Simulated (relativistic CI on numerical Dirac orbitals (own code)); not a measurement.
**Energy levels of Pr50+**

Computed by Dirac-Coulomb-Breit CI, orbitals from a KLI potential per configuration, model QED, unscaled Slater integrals (own radial code, finite nucleus).

Configurations in the expansion (outside the closed core 1s2): 2s²2p⁵, 2s2p⁶, 2p⁶3s, 2p⁶3p, 2p⁶3d, 2s²2p⁴3s, 2s²2p⁴3p, 2s²2p⁴3d, 2s2p⁵3s, 2s2p⁵3p, 2s2p⁵3d, 2s²2p⁴4s, 2s²2p⁴4p, 2s²2p⁴4d, 2s²2p⁴4f, 2s2p⁵4s, 2s2p⁵4p, 2s²2p³3s², 2s2p⁵4d, 2s2p⁵4f, 2s²2p³3s3p, 2s²2p⁴5s, 2s²2p⁴5p, 2s²2p⁴5d, 2s²2p⁴5f, 2s²2p³3s3d, 2s²2p⁴5g, 2s²2p³3p², 2s²2p³3p3d, 2s2p⁴3s², 2s²2p³3d², 2s2p⁴3s3p, 2s2p⁴3s3d, 2s2p⁴3p², 2s2p⁵5s, 2s2p⁵5p. Levels of other configurations are missing.

The lowest level is 2s²2p⁵ ²P°3/2, with 100 % of that term; Hund's rules for 2s²2p⁵ give ²P° with J = 3/2, in agreement.

| No. | Configuration | Term | J | E (eV) | % | Lifetime (s) | jj configuration (%) |
| --- | --- | --- | --- | --- | --- | --- | --- |
| 1 | 2s²2p⁵ | ²P° | 3/2 | 0.00 | 100 |  | 2p3/2^3 (100) |
| 2 | 2s²2p⁵ | ²P° | 1/2 | 497.67 | 100 | 8.81e-10 | 2p1/2 2p3/2^4 (100) |
| 3 | 2s2p⁶ | ²S | 1/2 | 842.91 | 100 | 2.85e-13 | 2s (100) |
| 4 | 2p⁴(3P)3s | ⁴P | 5/2 | 5237.73 | 70 | 7.78e-14 | 2p3/2^2 3s (100) |
| 5 | 2p⁴(3P)3s | ²P | 3/2 | 5246.08 | 57 | 1.24e-14 | 2p3/2^2 3s (100) |
| 6 | 2p⁴(1S)3s | ²S | 1/2 | 5284.50 | 63 | 2.53e-14 | 2p3/2^2 3s (100) |
| 7 | 2p⁴(3P)3p | ⁴P° | 3/2 | 5335.20 | 33 | 6.54e-12 | 2p3/2^2 3p1/2 (100) |
| 8 | 2p⁴(3P)3p | ²D° | 5/2 | 5337.73 | 36 | 2.49e-12 | 2p3/2^2 3p1/2 (100) |
| 9 | 2p⁴(1S)3p | ²P° | 1/2 | 5379.23 | 73 | 2.43e-12 | 2p3/2^2 3p1/2 (99) |
| 10 | 2p⁴(3P)3p | ²D° | 5/2 | 5472.26 | 50 | 2.83e-12 | 2p3/2^2 3p3/2 (100) |
| 11 | 2p⁴(3P)3p | ⁴D° | 7/2 | 5472.73 | 69 | 2.90e-12 | 2p3/2^2 3p3/2 (100) |
| 12 | 2p⁴(1D)3p | ²P° | 1/2 | 5473.47 | 49 | 2.75e-12 | 2p3/2^2 3p3/2 (99) |
| 13 | 2p⁴(3P)3p | ²P° | 3/2 | 5508.06 | 45 | 1.11e-12 | 2p3/2^2 3p3/2 (100) |
| 14 | 2p⁴(1S)3p | ²P° | 3/2 | 5526.04 | 67 | 3.23e-12 | 2p3/2^2 3p3/2 (99) |
| 15 | 2p⁴(3P)3d | ⁴D | 3/2 | 5583.34 | 33 | 1.86e-13 | 2p3/2^2 3d3/2 (100) |
| 16 | 2p⁴(3P)3d | ⁴D | 5/2 | 5585.10 | 39 | 1.07e-13 | 2p3/2^2 3d3/2 (95) |
| 17 | 2p⁴(3P)3d | ²F | 7/2 | 5587.50 | 36 | 4.98e-12 | 2p3/2^2 3d3/2 (99) |
| 18 | 2p⁴(3P)3d | ⁴P | 1/2 | 5587.94 | 47 | 1.13e-14 | 2p3/2^2 3d3/2 (96) |
| 19 | 2p⁴(3P)3d | ²F | 7/2 | 5615.90 | 50 | 1.60e-11 | 2p3/2^2 3d5/2 (99) |
| 20 | 2p⁴(3P)3d | ⁴F | 9/2 | 5616.93 | 69 | 2.14e-11 | 2p3/2^2 3d5/2 (100) |
| 21 | 2p⁴(1S)3d | ²D | 3/2 | 5626.95 | 65 | 2.43e-14 | 2p3/2^2 3d3/2 (79) |
| 22 | 2p⁴(3P)3d | ²P | 1/2 | 5627.65 | 55 | 3.14e-15 | 2p3/2^2 3d5/2 (96) |
| 23 | 2p⁴(3P)3d | ²D | 5/2 | 5645.94 | 49 | 1.76e-15 | 2p3/2^2 3d5/2 (96) |
| 24 | 2p⁴(3P)3d | ²P | 3/2 | 5649.26 | 44 | 1.46e-15 | 2p3/2^2 3d5/2 (79) |
| 25 | 2p⁴(1S)3d | ²D | 5/2 | 5670.95 | 68 | 2.27e-15 | 2p3/2^2 3d5/2 (98) |
| 26 | 2p⁴(3P)3s | ⁴P | 3/2 | 5735.24 | 86 | 2.48e-13 | 2p1/2 2p3/2^3 3s (100) |
| 27 | 2p⁴(3P)3s | ²P | 1/2 | 5742.42 | 66 | 1.39e-14 | 2p1/2 2p3/2^3 3s (100) |
| 28 | 2p⁴(1D)3s | ²D | 5/2 | 5754.27 | 69 | 1.74e-13 | 2p1/2 2p3/2^3 3s (99) |
| 29 | 2p⁴(1D)3s | ²D | 3/2 | 5758.20 | 67 | 1.69e-14 | 2p1/2 2p3/2^3 3s (100) |
| 30 | 2p⁴(3P)3p | ⁴P° | 1/2 | 5829.59 | 53 | 4.79e-11 | 2p1/2 2p3/2^3 3p1/2 (100) |

Energies count from the lowest computed level; ° marks odd parity; lifetimes are radiative, by E1, M1, E2, M2 decay to levels of this space only. Percentages are summed over parent terms; the parents shown are those of the largest component, closed shells are left out there. Filled j subshells are mostly left out of the jj labels.

The mean weight of the leading LS term, summed over parents, in these 30 levels is 60 %, and that of the leading jj configuration (from the same eigenvectors) 98 %, so jj coupling describes them better and the LS labels are nominal.

At this charge energies of transitions that change n are usually good to better than 1 %, and those within a shell (Δn = 0) to a few per cent.

LS names give the leading component of a level, which can be under half, so a name can repeat, a term be missing and a line seem to break the LS rules.
